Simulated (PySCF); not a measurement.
C2H2N3 (SMILES [c]1nc[nH]n1), doublet, geometry from GFN2-xTB. Base run: B3LYP/STO-3G (PySCF).

Here is a job for PySCF.
```python
from pyscf import gto, scf, dft

mol = gto.Mole()
mol.atom = '''
    C     1.151031   -0.077040   -0.133525
    N     0.387395   -1.129053   -0.114685
    N    -0.840805   -0.586186    0.056918
    C    -0.721066    0.756893    0.128450
    N     0.542278    1.094981    0.008618
    H    -1.662180   -1.171012    0.111750
    H    -1.539677    1.433696    0.262740
'''
mol.basis = 'sto-3g'
mol.charge = 0
mol.spin = 1
mol.verbose = 4
mol.build()

mf = dft.UKS(mol)
mf.xc = 'b3lyp'
mf.kernel()
mo_i, mo_e, stable_i, stable_e = mf.stability(internal=True, external=False, return_status=True, nroots=6, tol=1e-6)
print('internally stable:', stable_i, ' externally stable:', stable_e)
if not stable_i:
    umf = mf.copy()
    umf.scf_summary = {}
    umf.kernel(umf.make_rdm1(mo_i, mf.mo_occ))
```

The bond that is stretched is that between atoms 6 and 3. A test that says stable can miss a lower solution.

The base run was repeated with changes; each row names its change, and settings that it needs were set with it.

```csv
change,ΔE vs base (mEh),<S^2>,stability test says
base,0.000,0.756,internally stable (external not tested)
bond × 1.25,26.195,0.756,internally stable (external not tested)
bond × 1.5,86.055,0.757,internally stable (external not tested)
bond × 1.8,155.1,0.761,internal instability
bond × 2.2,200.0,1.433,internally stable (external not tested)
bond × 3.0,218.5,1.697,internally stable (external not tested)
```

On stretching, the SCF can end on different states; <S^2> shows the spin contamination of each.
